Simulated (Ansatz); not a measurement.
Cost and result for the atomization energy of CH$_{4}$AlClO$_{2}$ (`C[O][Al]([OH])[Cl]`) (9 atoms, 8 bonds).

Cartesian coordinates in Å:
```
C 0.775 -0.167 1.514
O 0.660 0.223 0.175
Al -0.514 0.109 -1.003
O -0.197 0.745 -2.526
Cl -2.345 -0.811 -0.577
H -0.124 -0.675 1.881
H 1.625 -0.845 1.632
H 0.952 0.712 2.142
H -0.833 0.709 -3.238
```

Total charge 0; spin multiplicity 1. The geometry is a stationary point of PBE0-D4/def2-TZVP. It is one conformer, not always the lowest. Program: Ansatz. All runs use 4 threads of an Intel Xeon on a shared host. Times are those of one run each, without the atoms' runs, and a repeat can differ threefold. Electronic energies, without spin–orbit coupling; frozen cores. CCSD(T)/CBS adds CCSD(T) − MP2 in def2-TZVPP to the MP2 limit, and its time is that of the two runs behind it. T1 = 0.011.

CCSD(T)/CBS is a level of theory with its own doubt, some kJ/mol a heavy atom from the limit and from the frozen cores, so smaller differences don't rank the functionals.

| level | functions | wall time |
| --- | --- | --- |
| LDA (SPW92)/def2-TZVPP | 233 | 0.95 s |
| revPBE-D4/def2-TZVPP | 233 | 1.5 s |
| PBE-D4/def2-TZVPP (with forces) | 233 | 1.7 s |
| BHLYP-D4/def2-TZVPP | 233 | 1.9 s |
| PBE0-D4/def2-TZVPP | 233 | 2 s |
| CAM-B3LYP-D4/def2-TZVPP | 233 | 2.3 s |
| CCSD(T)/def2-SVP | 98 | 2.3 s |
| r2SCANh-D4/def2-TZVPP | 233 | 3.1 s |
| PBE-QIDH/def2-TZVPP | 233 | 3.4 s |
| ωB97X-V/def2-TZVPP | 233 | 4.7 s |
| MP2/def2-QZVPP | 431 | 12 s |
| CCSD(T)/def2-TZVPP | 233 | 51 s |
| CCSD(T)/CBS(def2) | – | 62 s |

Problem. What atomization energy does each give, and how far from CCSD(T)/CBS? (An estimate is asked.)

Solution. The calculation gave: 
| level | atomization (kcal/mol) | difference from CCSD(T)/CBS | per bond |
| --- | --- | --- | --- |
| LDA (SPW92)/def2-TZVPP | 945.0 | 112.7 | 14.1 |
| revPBE-D4/def2-TZVPP | 815.4 | -16.9 | -2.1 |
| PBE-D4/def2-TZVPP (with forces) | 838.7 | 6.4 | 0.8 |
| BHLYP-D4/def2-TZVPP | 796.5 | -35.8 | -4.5 |
| PBE0-D4/def2-TZVPP | 821.5 | -10.8 | -1.3 |
| CAM-B3LYP-D4/def2-TZVPP | 829.5 | -2.8 | -0.3 |
| CCSD(T)/def2-SVP | 776.8 | -55.5 | -6.9 |
| r2SCANh-D4/def2-TZVPP | 825.0 | -7.3 | -0.9 |
| PBE-QIDH/def2-TZVPP | 820.4 | -11.9 | -1.5 |
| ωB97X-V/def2-TZVPP | 828.8 | -3.5 | -0.4 |
| MP2/def2-QZVPP | 846.9 | 14.6 | 1.8 |
| CCSD(T)/def2-TZVPP | 807.8 | -24.5 | -3.1 |
| CCSD(T)/CBS(def2) | 832.3 | 0.0 | 0.0 |

In def2-TZVPP, CCSD(T) changes the Hartree–Fock value by +205.8 kcal/mol (the triples alone add +12.7 kcal/mol) and MP2 by +230.3 kcal/mol; breaking electron pairs costs correlation energy, which Hartree–Fock lacks. From BLYP to BHLYP (50 % exact exchange), in def2-TZVPP and without D4, the atomization energy moves by −23.4 kcal/mol: exact exchange takes away binding that semilocal exchange gives to molecules. At CCSD(T), def2-SVP lies −55.4 kcal/mol from the extrapolated value and def2-TZVPP −24.4 kcal/mol: correlation converges slowly with the basis, and small sets miss more of it in the bonded molecule than in its fragments.
